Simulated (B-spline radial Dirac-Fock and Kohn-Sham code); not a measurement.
**Subshell cross sections of Ce⁺, photon energy 66.4 eV**

System: the Ce⁺ ion, [Xe] 4f1 5d2.

Level of theory: independent-particle photoionisation in a Dirac-Hartree-Slater potential with a Latter tail, all multipoles, thresholds from Dirac-Fock ΔSCF; an atomic code on a B-spline grid. The asymmetry parameter β is from the dipole term alone. Kinetic energies are from the vacuum level. Open shells are spread statistically over j, without multiplet splitting.

```csv
subshell,electrons,binding (eV),kinetic (eV),σ (kb),β
4f5/2,0.43,14.09,52.31,489,0.41
4f7/2,0.57,13.80,52.60,?,?
5s,2,52.73,13.67,138,1.67
5p1/2,2,33.68,32.72,293,0.97
5p3/2,4,30.93,35.47,473,0.36
5d3/2,0.8,9.96,56.44,58.4,1.94
5d5/2,1.2,9.83,56.57,77.3,1.98
```

Q: What are σ and β for 4f7/2?

A: σ = 661 kb, the largest of all subshells and 30 % of the total, and β = 0.41.

At such low photon energies correlation between channels can change these cross sections by tens of per cent.

Run: 5.5 s of CPU time on 1 thread of Neoverse-V1 (shared host), peak memory 0.46 GiB.

Values without a named source are computed, but for edge energies of neutral atoms, which are taken from tables.
